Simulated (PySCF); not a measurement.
C6H6Se.
Structure used (GFN2-xTB), in Å, numbered top down from 1:
```xyz
13
C6H6Se angstrom
C     -2.178   -0.663    0.009
C     -1.380    0.368    0.259
C      0.069    0.360    0.183
C      0.868   -0.767   -0.177
C      2.202   -0.544   -0.181
Se     2.630    1.200    0.292
C      0.812    1.476    0.462
H     -3.248   -0.575    0.088
H     -1.804   -1.629   -0.283
H     -1.810    1.319    0.549
H      0.442   -1.723   -0.427
H      2.972   -1.255   -0.422
H      0.422    2.435    0.753
```

Vertical excitations from PySCF (density fitting, frozen core in the response, grid level 2 and gas phase unless stated; continuum runs use non-equilibrium linear response for the excitations) on a GFN2-xTB geometry. Reference run:

```
                              settings    S1, eV (f)    S2, eV (f)    S3, eV (f)    S4, eV (f)    S5, eV (f)    S6, eV (f)  T1, eV (Tamm–Dancoff)  mean α (au)
PBE0/def2-SVPD, full TDDFT, 6 singlets  4.93 (0.207)  5.08 (0.001)  5.26 (0.142)  5.48 (0.158)  5.56 (0.002)  6.20 (0.028)                   3.14         98.5
```

**Question.** What do these settings give: (1) revPBE/def2-SVPD, IEF-PCM cyclohexane, start guess atom, TDA, 6 singlets; (2) CAM-B3LYP/def2-SVP, full TDDFT, 3 singlets; (3) HCTH407/def2-SVPD, grid level 3, fitting basis def2-qzvpp-jkfit, full TDDFT, 12 singlets?

**Answer.** 
```tsv
settings	S1, eV (f)	S2, eV (f)	S3, eV (f)	S4, eV (f)	S5, eV (f)	S6, eV (f)	T1, eV (Tamm–Dancoff)	mean α (au)
revPBE/def2-SVPD, IEF-PCM cyclohexane, start guess atom, TDA, 6 singlets	4.52 (0.109)	4.67 (0.001)	4.95 (0.326)	5.06 (0.247)	5.24 (0.002)	5.61 (0.019)	3.14	117.2
CAM-B3LYP/def2-SVP, full TDDFT, 3 singlets	5.22 (0.270)	5.57 (0.041)	5.58 (0.000)	–	–	–	3.20	82.7
HCTH407/def2-SVPD, grid level 3, fitting basis def2-qzvpp-jkfit, full TDDFT, 12 singlets	4.48 (0.084)	4.65 (0.001)	4.88 (0.254)	4.91 (0.038)	5.22 (0.001)	5.61 (0.019)	–	100.0
```

(1) S1 moves by -0.41 eV; functional, environment and response scheme change together, so the shift can't be laid on one. (2) S1 moves by +0.29 eV; functional and basis change together, so the shift can't be laid on one. (3) S1 moves by -0.45 eV (HCTH407 has no exact exchange, PBE0 25 % exact exchange). States are counted by energy in each run and needn't keep their character from row to row.

**Question.** Which orbital pairs make up S1 in each run, and how does it sit against the orbital gap?

**Answer.** 
```csv
settings,S1 configurations (weight),S1 (eV),orbital gap (eV),S1 − gap (eV)
"PBE0/def2-SVPD, full TDDFT, 6 singlets","H→L 0.64, H→L+1 0.15, H−1→L 0.14",4.93,5.46,-0.53
"revPBE/def2-SVPD, IEF-PCM cyclohexane, start guess atom, TDA, 6 singlets","H−1→L 0.37, H→L 0.26, H→L+1 0.25",4.52,3.72,+0.80
"CAM-B3LYP/def2-SVP, full TDDFT, 3 singlets",H→L 0.80,5.22,7.78,-2.56
"HCTH407/def2-SVPD, grid level 3, fitting basis def2-qzvpp-jkfit, full TDDFT, 12 singlets","H→L 0.35, H−1→L 0.32, H→L+1 0.23",4.48,3.71,+0.77
```

The species at its GFN2-xTB geometry (one conformer only). The PBE0/def2-SVPD calculation is non-relativistic and has no spin–orbit coupling, an omission that weighs most on selenium.
